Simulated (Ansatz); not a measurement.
Ideal-gas functions of CHBF2Te, SMILES `FC1(F)B[Te]1` at 500 K and 1 bar, from an Ansatz frequency run at PBE0-D4/def2-TZVP.

Molar mass 189.43 g/mol, point group Cs (symmetry number 1), electronic degeneracy 1, moments of inertia 78.077, 310.001, 319.972 u Å². Harmonic wavenumbers (cm⁻¹, unscaled): 202, 206, 328, 491, 567, 624, 646, 794, 852, 1179, 1356, 2738.

Use S(trans) = R[1.5 ln M + 2.5 ln T − 1.1517]; rotational temperatures θ = 24.2544 K / I; S(rot) = R[ln(√π/σ · √(T³/θAθBθC)) + 1.5]; for each mode x = 1.438777 ν̃/T, S = R[x/(eˣ − 1) − ln(1 − e⁻ˣ)] and H = RT x/(eˣ − 1); 1 cm⁻¹ = 0.0119627 kJ/mol; R = 8.31446 J/(mol·K).

Task: By hand: the entropy, in J/(mol·K).

Result: Translation 185.0. Rotation: θ = 0.3106, 0.0782, 0.0758 K, giving 120.9. Vibration, mode by mode: 12.94, 12.78, 9.10, 6.10, 5.11, 4.48, 4.26, 3.05, 2.67, 1.27, 0.84, 0.03, in all 62.6. Electronic 0.0. Sum 368.5 J/(mol·K).

Task: By hand: H − E and G − E in kJ/mol, counted from the electronic energy.

Result: Zero-point energy ½ × 9983 × 0.0119627 = 59.7; thermal vibration 17.9; translation, rotation and pV give 4 RT = 16.6. H − E = 94.2 kJ/mol, and G − E = 94.2 − 500 × 368.5/1000 = -90.0 kJ/mol.

Vibration gives 17 % of the entropy.
